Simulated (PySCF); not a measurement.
Species: C3H7FOSi.
Atom-mapped SMILES: `[CH3:1][O:2][C@@:3]1([F:4])[CH2:5][SiH2:6]1` (hydrogens: H7, H8, H9 on C1; H10, H11 on C5; H12, H13 on Si6)

Computed by this run: PBE0-D3(BJ)/def2-SVP geometry optimisation, gas phase in PySCF; density fitting, grid level 1; the optimiser is geomeTRIC in internal coordinates, started from a GFN2-xTB structure with every atom displaced at random (about 0.01 Å).

At the end of the run (lengths in Å): C5–H11 1.096, C1–H8 1.097, C5–H10 1.096, Si6–H12 1.483, O2–C3 1.359, C1–O2 1.413, C1–H9 1.102, F4–C3–Si6 118.5°, O2–C3–Si6 121.0°, O2–C3–F4 112.0°, F4–C3–C5 112.7°, C1–O2–C3–F4 -67°, O2–C3–C5–Si6 114°, O2–C3–Si6–C5 -111°, H7–C1–O2–C3 -63°, H10–C5–C3–O2 -135°.

**Question.** These geometries were met on the way; a selection of coordinates is given. Order them by energy above the end point, lowest first.
A. C5–H11 1.097, C1–H8 1.098, C5–H10 1.097, Si6–H12 1.484, O2–C3 1.355, C1–O2 1.416, C1–H9 1.101, F4–C3–Si6 115.2°, O2–C3–Si6 124.4°, O2–C3–F4 112.1°, F4–C3–C5 111.3°, C1–O2–C3–F4 -65°, O2–C3–C5–Si6 117°, O2–C3–Si6–C5 -111°, H7–C1–O2–C3 -58°, H10–C5–C3–O2 -130°
B. C5–H11 1.098, C1–H8 1.106, C5–H10 1.100, Si6–H12 1.479, O2–C3 1.352, C1–O2 1.413, C1–H9 1.101, F4–C3–Si6 113.5°, O2–C3–Si6 124.8°, O2–C3–F4 113.1°, F4–C3–C5 110.3°, C1–O2–C3–F4 -65°, O2–C3–C5–Si6 118°, O2–C3–Si6–C5 -112°, H7–C1–O2–C3 -58°, H10–C5–C3–O2 -130°
C. C5–H11 1.069, C1–H8 1.070, C5–H10 1.069, Si6–H12 1.457, O2–C3 1.382, C1–O2 1.435, C1–H9 1.122, F4–C3–Si6 121.9°, O2–C3–Si6 120.2°, O2–C3–F4 108.9°, F4–C3–C5 114.0°, C1–O2–C3–F4 -66°, O2–C3–C5–Si6 113°, O2–C3–Si6–C5 -112°, H7–C1–O2–C3 -57°, H10–C5–C3–O2 -134°

**Answer.** A (0.009 eV), B (0.031 eV), C (0.138 eV).

```tsv
step	E above end (eV)	rms distance from the end, all atoms (Å)	largest force (eV/Å)	rms shift of all bonds from the end (Å)
2	0.009	0.066	0.141	0.002
1	0.031	0.087	0.605	0.004
0	0.138	0.051	2.280	0.020
```

Rows stand in the order of the answer.
